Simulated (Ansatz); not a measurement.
## Relative energies of Si2NH5Cl isomers

2 of its isomers, all doublets with charge 0: A = `N[Si]([SiH3])Cl`; B = `[SiH2]N[SiH2]Cl`.

Shapes, held fixed at every level: PBE0-D4/def2-TZVP. Flexible molecules stand in one conformer, not always the lowest. Programs: Ansatz 0.2.0.

A:

```xyz
9

N    -0.9422    1.3925    0.6608
Si   -0.3469   -0.1951    0.9446
Si    0.5931   -1.0706   -1.0294
Cl    1.1349    0.0416    2.3777
H    -0.9726    2.0667    1.4102
H    -1.6761    1.5464   -0.0132
H     1.7549   -0.2825   -1.5250
H     1.0139   -2.4717   -0.7705
H    -0.4704   -1.0737   -2.0723
```

B:

```xyz
9

Si    0.4950    1.5892    0.7247
N     0.4239    0.3073   -0.4444
Si   -0.3381   -1.2193   -0.2824
Cl    0.8614   -2.6269    0.6297
H     0.4518    2.9021    0.0145
H    -0.6904    1.4208    1.6111
H     1.0696    0.3913   -1.2188
H    -1.5311   -1.0541    0.5725
H    -0.6536   -1.7565   -1.6241
```

Electronic energies in kJ/mol, without zero-point or thermal terms.

(1) Which isomer should be the most stable, and roughly by how much?

Results:

(1) B < A in rising energy, over a span of 48 kJ/mol, by CCSD(T)/CBS estimate. All levels agree on that. The B − A difference spans -67.5 to -32.4 kJ/mol over the levels. Open shells run unrestricted unless RO is named. The CBS estimate extrapolates MP2 from def2-TZVPP and def2-QZVPP and adds CCSD(T) − MP2 in the triple-zeta set, cores frozen.

```csv
level,kind,B − A
HF/def2-TZVPP,Hartree–Fock,-67.5
r2SCAN-D4/def2-TZVPP,meta-GGA,-38.6
PBE0-D4/def2-TZVPP,global hybrid,-32.4
B2PLYP/def2-TZVPP,double hybrid,-48.1
MP2/def2-SVP,perturbation theory,-62.1
MP2/def2-TZVPP,perturbation theory,-59.6
CCSD/def2-SVP,coupled cluster or CI,-55.4
CCSD(T)/CBS estimate,coupled cluster or CI,-47.6
```
